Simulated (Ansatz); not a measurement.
Basis sets compared for [ErCl6]3- (ErCl6³⁻). The state is a quartet with charge -3. Geometry PBE-D4/def2-SVP. Ansatz on 4 threads of Arm Neoverse V2 on a shared host; times are rough, and most runs start from earlier orbitals.

```xyz
7

Er   -0.001    0.001    0.000
Cl   -0.921   -1.794   -1.792
Cl    0.919    1.797    1.790
Cl   -0.243   -1.807    1.987
Cl    0.246    1.806   -1.989
Cl   -2.513    0.840    0.507
Cl    2.512   -0.843   -0.504
```

In the def2 sets Er takes a core potential; there is no spin–orbit coupling. With an open 4f shell the SCF may have ended on a state above the lowest. A multiply charged anion in the gas phase is held together partly by the finite basis. At PBE-D4/def2-SVP, PBE-D4/def2-TZVP, PBE0-D4/def2-SVP, PBE0-D4/def2-TZVP the highest occupied level of the charge -3 quartet lies above zero (up to 5.57 eV). It is a level of β spin, whose loss leaves a quintet; that state wasn't run at this geometry and level. The electron is either unbound and held by the finite basis, or the level is raised by self-interaction error. No other spin state of charge -3 was run.

```
           level  functions  energy (Eh)  HOMO (eV)  LUMO (eV)  wall time
 PBE-D4/def2-SVP        188   -3775.0913       5.57       6.48       50 s
PBE0-D4/def2-SVP        188   -3775.0971       4.12      10.06       71 s
```

Q: Estimate the rows for PBE-D4/def2-TZVP, PBE0-D4/def2-TZVP (with forces).

A: 
```tsv
level	functions	energy (Eh)	HOMO (eV)	LUMO (eV)	wall time
PBE-D4/def2-TZVP	317	-3776.1176	4.80	5.69	75 s
PBE0-D4/def2-TZVP (with forces)	317	-3776.1011	3.41	9.27	7.6 min
```
